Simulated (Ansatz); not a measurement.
This geometry of AlFH4OSi + H2 (10 atoms, charge 0, multiplicity 1) is a first-order saddle point.

Theory: RKS PBE/def2-SVP (Ansatz).

```xyz
10
Properties=species:S:1:pos:R:3
Al -0.052 0.335 -0.062
O -0.791 0.362 1.670
Si -1.344 -0.424 3.080
H -2.027 -1.686 2.645
H -0.183 -0.734 3.979
H -2.308 0.485 3.784
F 1.166 -0.823 -0.172
H -1.051 0.519 -1.278
H 0.539 1.801 0.697
H -0.091 1.313 1.494
```

Problem. Which two structures does it join? (They come from a converged band through this point; their orientation in space is the band's.)

Solution. Bonds broken: H9–H10. Bonds formed: Al1–H9, O2–H10. AlFH4OSi + H2 becomes AlFH6OSi.

First end point:

```xyz
10
Properties=species:S:1:pos:R:3
Al -0.145 0.003 0.148
O -1.004 -0.305 1.589
Si -1.428 -0.673 3.155
H -2.684 -1.502 3.161
H -0.335 -1.445 3.846
H -1.683 0.596 3.925
F 1.536 -0.079 0.170
H -0.892 0.151 -1.232
H 0.618 2.115 0.474
H -0.126 2.288 0.600
```

Last end point:

```xyz
10
Properties=species:S:1:pos:R:3
Al 0.148 0.354 0.068
O -0.963 0.872 1.606
Si -1.118 -0.379 2.845
H -1.865 -1.564 2.339
H 0.184 -0.654 3.515
H -2.004 0.363 3.815
F 0.302 -1.136 0.957
H -0.837 0.284 -1.192
H 1.441 1.297 0.111
H -1.431 1.710 1.772
```

Problem. How far does it lie above each of them?

Solution. 0.88 eV above the first and 0.51 eV above the second. This is the barrier of this one path; another mechanism may lie lower. The orbitals stay closed-shell, which can raise the energy where a bond breaks towards radicals; this wasn't checked here.

The run took 6.8 min on 2 threads of Intel(R) Xeon(R) Platinum 8375C CPU @ 2.90GHz (Ice Lake) (shared host), peak memory 0.14 GiB.
